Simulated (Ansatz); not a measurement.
Gas-phase electronic energies from Ansatz, PBE0-D4/def2-TZVP geometries. CCSD(T)/CBS is the MP2 limit (def2-TZVPP, def2-QZVPP) plus CCSD(T) − MP2 in def2-TZVPP, frozen cores. DFT in def2-TZVPP. B3LYP here is the variant with VWN-RPA as its local correlation; programs differ in this. Each species was taken in one conformer, which may not be the lowest.

`CN[SiH2]C=O` + `BN[SiH2]F` → `BN[SiH2]NC` + `O=C[SiH2]F`  (redistribution)

```json
{"level": "PBE-D4", "ΔE (kJ/mol)": "8.4"}
{"level": "B3LYP-D4", "ΔE (kJ/mol)": "9.5"}
{"level": "B2PLYP", "ΔE (kJ/mol)": "9.3"}
{"level": "PBE", "ΔE (kJ/mol)": "8.4"}
{"level": "PBE0", "ΔE (kJ/mol)": "9.6"}
{"level": "MP2/def2-TZVPP", "ΔE (kJ/mol)": "8.9"}
{"level": "SCS-MP2/def2-TZVPP", "ΔE (kJ/mol)": "8.8"}
{"level": "CCSD(T)/def2-TZVPP", "ΔE (kJ/mol)": "9.2"}
```

What does CCSD(T)/CBS give? (Best estimate.)

Computed: +9.4 kJ/mol. The listed levels differ from it by -1.0, 0.1, -0.1, -1.0, 0.2, -0.5, -0.6, -0.2 kJ/mol.

Largest T1 diagnostic among the species: 0.014.

In def2-TZVPP, CCSD(T) changes the Hartree–Fock value by −3.6 kJ/mol (the triples alone add −0.5 kJ/mol) and MP2 by −3.9 kJ/mol.
